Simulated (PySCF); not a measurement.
C₆ coefficients of unlike pairs at PBE

Calculated with PySCF 2.14 from the dipole response of each species, C₆(A,B) = (3/π) ∫ α_A(iu) α_B(iu) du, in atomic units, from isotropic polarisabilities. For ions this is the dispersion term alone; charge-induced terms of lower order in 1/R come first.

```json
{"species": "Au", "configuration": "[Xe] 4f14 5d10 6s1 (2S)", "basis": "aug-cc-pwCVDZ-PP with ECP60MDF (6s6p5d3f)", "relativity": "core potential", "α (bohr³)": "33.71", "C₆ (like pair)": "282.8"}
{"species": "I⁻", "configuration": "[Xe] (1S)", "basis": "aug-cc-pVQZ-PP with one added diffuse shell each of s, p, d, f, g type with ECP28MDF (8s8p6d4f3g)", "relativity": "core potential", "α (bohr³)": "84.09", "C₆ (like pair)": "1178"}
{"species": "In²⁺", "configuration": "[Kr] 4d10 5s1 (2S)", "basis": "aug-cc-pwCVTZ-DK3 with one added diffuse shell each of s, p, d, f type (11s10p8d5f1g)", "relativity": "spin-free X2C", "α (bohr³)": "13.21", "C₆ (like pair)": "63.66"}
{"species": "P", "configuration": "[Ne] 3s2 3p3 (4S)", "basis": "aug-cc-pVQZ-DK (7s6p4d3f2g)", "relativity": "spin-free X2C", "α (bohr³)": "27.67", "C₆ (like pair)": "206.4"}
```

(1) Estimate C₆ for In²⁺ with Au.

No spin-orbit coupling is included.

The other pairs:

```tsv
pair	C₆
P, In²⁺	110.5
P, I⁻	486.1
P, Au	238.6
I⁻, Au	563.9
In²⁺, I⁻	256.1
```

## Answers

(1) The integral gives 132.6. The combination rule 2 C_A C_B / (C_A α_B/α_A + C_B α_A/α_B) gives 131.7 and the geometric mean 134.2.
